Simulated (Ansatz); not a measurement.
Reaction (formal exchange of groups at the Si–N bond): `C=N[SiH](N)F` + `C/C(O)=C/CCl` → `C=N[SiH](F)CCl` + `C/C(O)=C/N`

Isolated molecules relaxed with PBE0-D4/def2-TZVP in Ansatz; ΔE leaves out vibrations. CCSD(T)/CBS adds triple-zeta CCSD(T) − MP2 to the extrapolated MP2 energy (def2 sets, frozen cores). Double bonds are as drawn, so ΔE can hold a change between cis and trans. DFT in def2-TZVPP. B3LYP here is the variant with VWN-RPA as its local correlation; programs differ in this. Each species was taken in one conformer, which may not be the lowest.

`C=N[SiH](N)F`:

```xyz
10

C     0.381    0.475   -1.893
N     0.334   -0.398   -0.988
Si    0.371   -0.053    0.707
N    -0.970   -0.826    1.383
F     0.360    1.535    0.957
H     0.365    0.176   -2.948
H     0.437    1.558   -1.706
H     1.642   -0.510    1.304
H    -1.176   -0.828    2.366
H    -1.744   -1.129    0.818
```

`C/C(O)=C/CCl`:

```xyz
13

C     0.571   -0.962   -1.523
C     0.199    0.025   -0.473
O     0.231    1.330   -0.852
C    -0.146   -0.300    0.774
C    -0.522    0.687    1.803
Cl   -2.291    0.614    2.184
H    -0.110   -0.887   -2.379
H     0.523   -1.979   -1.139
H     1.587   -0.778   -1.888
H     0.478    1.390   -1.777
H    -0.173   -1.350    1.037
H    -0.325    1.706    1.479
H    -0.024    0.504    2.754
```

`C=N[SiH](F)CCl`:

Z-matrix (Å, degrees):
```
Si
N 1 1.720
C 1 1.868 2 107.0
F 1 1.601 2 112.4 3 118.8
H 1 1.476 2 108.9 3 -121.3
C 2 1.258 1 128.3 3 -120.4
Cl 3 1.784 1 109.6 2 -175.1
H 3 1.091 1 111.7 2 65.4
H 3 1.090 1 111.1 2 -55.8
H 6 1.096 2 120.3 1 179.4
H 6 1.099 2 124.0 1 -0.6
```

`C/C(O)=C/N`:

```xyz
12

C    -0.292    1.389   -1.130
C    -0.316    0.161   -0.302
O    -1.426   -0.586   -0.463
C     0.646   -0.223    0.545
N     0.442   -1.444    1.258
H    -1.150    2.024   -0.892
H     0.625    1.953   -0.959
H    -0.361    1.133   -2.191
H    -1.291   -1.342    0.138
H     1.542    0.374    0.679
H     0.427   -1.306    2.261
H     1.157   -2.132    1.056
```

```tsv
level	ΔE (kcal/mol)
PBE0-D4	20.1
ωB97X-V	20.8
B2PLYP	22.1
PBE0	20.1
B3LYP	21.4
HF/def2-TZVPP	23.9
SCS-MP2/def2-TZVPP	22.8
HF/def2-QZVPP	24.3
```

Problem. What does CCSD(T)/CBS give? (Best estimate.)

Solution. Computed: +22.4 kcal/mol. The listed levels differ from it by -2.3, -1.6, -0.3, -2.3, -1.0, 1.5, 0.4, 1.9 kcal/mol.

Largest T1 diagnostic among the species: 0.012.

In def2-TZVPP, CCSD(T) changes the Hartree–Fock value by −2.1 kcal/mol (the triples alone add −0.3 kcal/mol) and MP2 by −1.0 kcal/mol. From PBE to PBE0 (25 % exact exchange), in def2-TZVPP and without D4, ΔE moves by +1.0 kcal/mol.

CCSD(T)/CBS has its own doubt, a few kJ/mol and more with outer-core shells, so smaller differences from it don't rank the levels.
